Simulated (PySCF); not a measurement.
**Levels of Hg⁵¹⁺ from EOM-EA-GCCSD**

Reference: closed-shell Hg⁵²⁺, [Ar] 3d10; one electron is added. Calculated with PySCF 2.14, two-component X2C-1e with screened spin-orbit coupling, an uncontracted even-tempered set (18 s from 4.9 bohr⁻², ratio 2.6; 15 p from 6.4 bohr⁻², ratio 2.6; 10 d from 6.4 bohr⁻², ratio 2.6; 5 f from 6.6 bohr⁻², ratio 2.8); frozen [Ar]; the 98 highest virtual spinors dropped; of the others 70 kept and the rest restored at second order. No Breit or QED terms. Binding energies in eV.

```tsv
level	Koopmans	second order	EOM-CCSD
4s1/2	3048.1	3049.6	3049.6
4p1/2	2934.4	2935.9	2935.8
4p3/2	2776.0	2777.3	2777.3
```

Electric-dipole lines between these computed levels:

```tsv
lower	upper	ΔE (eV)	vacuum wavelength (nm)
4s1/2	4p1/2	113.76	10.90
4s1/2	4p3/2	272.34	4.553
```

For comparison, the ionisation energy of Hg⁵¹⁺ is 3049.9 ± 1.5 eV (semi-empirical (NIST evaluation); NIST Atomic Spectra Database, ionization energies).
